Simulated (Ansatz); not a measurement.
GeH$_{6}$Sn, SMILES `[GeH3][SnH3]`, 8 atoms. Charge 0, multiplicity 1. Correlated methods include outer-core shells of Ge, Sn, which these sets cover unevenly. Scalar relativity is left out up to krypton. Sn takes the def2 core potential. All runs use 2 threads of a server CPU on a shared host. Correlated methods freeze the cores.

Question: Give the basis size and wall time and peak host memory of each of these runs in Ansatz. RKS r2SCAN-D4/def2-TZVPP energy and forces; RKS PBE0-D4/def2-TZVP relaxation (4 steps); RKS ωB97X-V/def2-TZVPP energy; RKS PBE0-D4/def2-SVP energy; RKS PBE0-D4/def2-TZVPP energy; RKS PBE0-D4/def2-TZVP frequencies; RKS PBE0-D4/def2-QZVPP energy; RHF-CCSD(T)/def2-TZVPP energy; RKS B3LYP-D4/def2-TZVPP energy and forces; RKS ωB97M-V/def2-QZVPP energy; RHF-MP2/def2-QZVPP energy; RHF-CCSD(T)/def2-SVP energy. (An estimate is asked.)

Answer: Computed: Other jobs shared the machine, so times are rough.

```tsv
level	job	functions	wall time	peak host memory (GiB)
RKS PBE0-D4/def2-SVP	energy	88	1.1 s	0.2
RKS PBE0-D4/def2-TZVPP	energy	182	2.1 s	0.41
RKS B3LYP-D4/def2-TZVPP	energy and forces	182	3.3 s	0.43
RKS r2SCAN-D4/def2-TZVPP	energy and forces	182	3.3 s	0.24
RHF-CCSD(T)/def2-SVP	energy	88	3.4 s	0.33
RKS PBE0-D4/def2-QZVPP	energy	351	5.5 s	1
RKS ωB97X-V/def2-TZVPP	energy	182	5.5 s	0.5
RKS PBE0-D4/def2-TZVP	relaxation (4 steps)	134	10 s	0.34
RHF-MP2/def2-QZVPP	energy	351	12 s	1.4
RKS ωB97M-V/def2-QZVPP	energy	351	13 s	1.2
RHF-CCSD(T)/def2-TZVPP	energy	182	56 s	1.9
RKS PBE0-D4/def2-TZVP	frequencies	134	66 s	0.34
```

B3LYP here is the variant with VWN-RPA as its local correlation; programs differ in this.
